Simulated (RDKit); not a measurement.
RDKit input (UFF):

```python
from rdkit import Chem
from rdkit.Chem import AllChem, rdDetermineBonds

mol = Chem.MolFromXYZFile('mol.xyz')
rdDetermineBonds.DetermineBonds(mol, charge=1)
print('SMILES', Chem.MolToSmiles(Chem.RemoveHs(mol)))
ff = AllChem.UFFGetMoleculeForceField(mol)
e0 = ff.CalcEnergy()
flag = ff.Minimize(maxIts=5000, forceTol=1e-5)
print(f'energy {e0:.4f} -> {ff.CalcEnergy():.4f} kcal/mol, converged: {flag == 0}')
print(Chem.MolToXYZBlock(mol))
```
mol.xyz:
```
9

O     -1.43507000    -0.71174500    -0.59820400
B     -0.41388200    -0.03087900    -0.10920300
O     -0.98485900     1.22846600     0.48452400
P      1.44175000    -0.38746500     0.16241100
H     -1.29212800    -1.56982300    -1.01592800
H     -1.94654400     1.39319400     0.44433100
H     -0.46215200     1.95840300     0.85356100
H      1.63272900    -0.88370800    -1.14836100
H      1.87068500     0.93453400    -0.11431500
```

Output:

```
SMILES OB([OH2+])P
energy 65.2811 -> 3.1653 kcal/mol, converged: True
9

O     -1.097700   -1.221100   -0.433818
B     -0.425223    0.000954   -0.002015
O     -1.076451    0.886116    0.962263
P      1.317526    0.444191   -0.712467
H     -0.798391   -1.911658    0.209953
H     -1.132025    1.770885    0.520485
H     -0.441873    0.973849    1.717689
H      1.254056   -0.545575   -1.774094
H      0.810611    1.533316   -1.529181
```

The dipole moment of an ion depends on the origin.

The geometry given is a B3LYP-D3(BJ)/def2-TZVP minimum.
